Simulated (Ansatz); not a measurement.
Species: [Nb(NH2)5] (charge 0, multiplicity 1), formula H10N5Nb.

Question: How many basis functions does frozen-core CCSD(T)/def2-TZVPP // r2SCAN-D4/def2-SVP run with Ansatz (a program for electronic structure) use, how many core orbitals are frozen, and how many electrons are correlated?

Answer: 351 basis functions and 5 frozen orbitals, which leaves 48 correlated electrons. Core time is of the order of hours.
